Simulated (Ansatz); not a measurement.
The cluster Co2Si2: single points at one geometry.

```yaml
crystal:
  periodic: [false, false, false]
  atoms:
    - {symbol: Co, position_ang: [0.950022, -0.521435, 0.697008]}
    - {symbol: Co, position_ang: [-0.321771, -0.625425, -1.079609]}
    - {symbol: Si, position_ang: [-1.154459, -0.100765, 0.832324]}
    - {symbol: Si, position_ang: [0.526207, 1.247614, -0.449714]}
basis:
  gaussian: {orbitals: def2-SVP, initial_orbitals: start.molden}
hamiltonian: {xc: {name: LC-wPBE, parameters: {omega: 0.3/bohr}}}
scf: {omitted_lower_state_checks: [starts]}
output: {orbitals: {seedname: orbitals}}
```

The file start.molden holds the orbitals of an earlier run on this structure, at another level or in another basis.

```sh
$ ansatz run in.yaml --threads 4 --pin off --events-out ev --progress --plain --max-ram 4787MiB
```

It prints (some lines left out):

```
Functional definition: LC-wPBE
1164 factors; their error is unknown
232 factors; integrals over basis functions are off by at most 5.3e-5 eV
mean field evaluation 1: about -90973.1646 eV, gradient 1.3e1 eV
mean field evaluation 2: about -90973.7518 eV, gradient 1.1e0 eV
mean field evaluation 4: about -90973.6800 eV, gradient 1.0e-1 eV
mean field evaluation 8: about -90973.6801 eV, gradient 2.2e-5 eV
mean field evaluation 16: about -90973.6801 eV, gradient 5.4e-5 eV
mean field -90973.68014183 eV, -3343.2210810370 hartree, gradient 5.4e-5 eV, S^2 0.000000; 0 other end points of the search recorded, 0 dependent functions left out
reference -90973.68014184 eV, -3343.2210810373 hartree; 41, 41 occupied and 57, 57 virtual orbitals, 1164 factors
Total energy: -90973.68014184 eV, -3343.2210810373 hartree
Checks for a lower state left out: starts
```

Hardware: 4 threads of Arm Neoverse V2 on a shared host. Wall time 4.6 s.

As the first input, with `hamiltonian: {xc: {name: LC-wPBE, parameters: {omega: 0.2/bohr}}}` (abridged; 2.7 s):

```
Functional definition: LC-wPBE
mean field -90974.87163653 eV, -3343.2648676597 hartree, gradient 1.5e-5 eV, S^2 0.000000
Total energy: -90974.87163655 eV, -3343.2648676605 hartree
Checks for a lower state left out: starts
```

The first input with `gaussian: {orbitals: def2-TZVPD, initial_orbitals: start.molden}`, `hamiltonian: {xc: pbe0, dispersion: d4}` (abridged; 7 s):

```
Functional definition: PBE0
mean field -90987.40528119 eV, -3343.7254706054 hartree, gradient 1.8e-5 eV, S^2 0.000000
Total energy: -90987.56523862 eV, -3343.7313489325 hartree
Checks for a lower state left out: starts
```

First input, but with `gaussian: {orbitals: def2-TZVP, initial_orbitals: start.molden}`, `hamiltonian: {xc: r2scan, dispersion: d4}` (abridged; 5.5 s):

```
Functional definition: r2SCAN
mean field -91006.90810097 eV, -3344.4421860128 hartree, gradient 2.1e-5 eV, S^2 0.000000
Total energy: -91006.94133162 eV, -3344.4434072166 hartree
Checks for a lower state left out: starts
```

As the first input, with `hamiltonian: {xc: pbe, dispersion: d4}` (abridged; 1.2 s):

```
Functional definition: PBE
mean field -90973.07332063 eV, -3343.1987807694 hartree, gradient 1.2e-5 eV, S^2 0.000000
Total energy: -90973.26390419 eV, -3343.2057845858 hartree
Checks for a lower state left out: starts
```

First input, but with `gaussian: {orbitals: def2-TZVPD, initial_orbitals: start.molden}`, `hamiltonian: {xc: pbe, dispersion: d4}` (abridged; 2.5 s):

```
Functional definition: PBE
mean field -90990.28593905 eV, -3343.8313328293 hartree, gradient 7.3e-5 eV, S^2 0.000000
Total energy: -90990.47652370 eV, -3343.8383366859 hartree
Checks for a lower state left out: starts
```

First input, but with `hamiltonian: {xc: {name: LC-wPBE, parameters: {omega: 0.15/bohr}}}` (abridged; 2.7 s):

```
Functional definition: LC-wPBE
mean field -90975.26242681 eV, -3343.2792289375 hartree, gradient 1.3e-5 eV, S^2 0.000000
Total energy: -90975.26242684 eV, -3343.2792289389 hartree
Checks for a lower state left out: starts
```

Geometry: PBE-D4/def2-SVP.

The restricted singlet is unstable towards broken spin symmetry at other levels; at LC-ωPBE (ω = 0.30 bohr⁻¹)/def2-SVP, LC-ωPBE (ω = 0.20 bohr⁻¹)/def2-SVP, PBE0-D4/def2-TZVPD, PBE-D4/def2-SVP and others this wasn't settled. At r2SCAN-D4/def2-TZVP the restricted singlet is unstable: a solution with broken spin symmetry lies lower. The geometry of the singlet was relaxed on an unsound state (restricted singlet, unstable towards broken spin symmetry at other levels and untested here). At PBE0-D4/def2-TZVP a quintet of charge 0 lies 2.12 eV below the restricted singlet, each at its own geometry. The structure comes from a short search, and lower isomers may exist.
